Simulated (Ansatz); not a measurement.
Input file for Ansatz (a quantum-chemistry and plane-wave program): R-CCSD(T)/cc-pV(Q+d)Z on AlCl (SMILES [Al][Cl]), 2S+1 = 1, a spin state set in the input, which need not be the lowest, at the other state's geometry. Files ending in .json are basis or fitting sets from the Basis Set Exchange.

Ansatz 0.2 input:
```yaml
crystal:
  periodic: [false, false, false]
  atoms:
    - {symbol: Al, position_ang: [-0.00000000, -0.00000000, -1.20443027]}
    - {symbol: Cl, position_ang: [0.00000000, 0.00000000, 0.92103491]}
basis:
  gaussian:
    orbitals: cc-pV_Q+d_Z.json
magnetization: {spin_polarized: false}
correlation: {method: ccsd_t, electrons: outside_noble_gas}
scf: {omitted_lower_state_checks: [cluster_reference]}
```

Question: Give the final energy of this run.

Answer: -701.8198 hartree (reference determinant -701.5169, T1 diagnostic 0.011).
